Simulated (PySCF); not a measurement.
Geometry (Å), atoms numbered from 1 in this order:
```xyz
11

C     0.555   -1.506    0.032
Si    0.492    0.329   -0.190
C    -1.149    1.093    0.192
Cl    1.912    1.185    1.030
Cl    0.987    0.774   -2.137
H    -0.168   -1.994   -0.626
H     1.551   -1.885   -0.206
H     0.323   -1.770    1.067
H    -1.114    2.173    0.040
H    -1.922    0.675   -0.458
H    -1.423    0.898    1.232
```

PySCF 2.14 calculation with shieldings: GIAO B97-2/pcSseg-2 and coordinates at the PBE0-D3(BJ)/def2-TZVP level; no relativistic terms, in vacuum, one conformer, fast rotation and ring inversion assumed for equivalent nuclei.

Shifts are taken against calculated references (same method and geometry level): ¹³C (σ = 185.38 ppm), ¹H (σ = 31.64 ppm), ²⁹Si (σ = 348.46 ppm) against TMS; ³⁵Cl (σ = 941.52 ppm) against HCl.

| atoms | nucleus | count | δ (ppm) |
| --- | --- | --- | --- |
| Si2 | ²⁹Si | 1 | ? |
| C1/C3 | ¹³C | 2 | ? |
| H6/H7/H8/H9/H10/H11 | ¹H | 6 | 0.60 |
| Cl4/Cl5 | ³⁵Cl | 2 | 72 |

Task: Estimate the values marked ?.

Result: 
- C1/C3: 7.5 ppm, methyl carbon bonded to Si; an electropositive neighbour leaves it electron-rich and shielded
- Si2: 41.4 ppm, silicon bonded to 2 C, 2 Cl

Shifts are as computed. Against solution values, carbons near 30 ppm lie about +3 ppm off and those near 130 ppm about +7 ppm. Of 1211 compounds with measured shifts, 218 miss one by over three times the rms of a fit or turn the order of signals round; such compounds aren't used in these exercises.
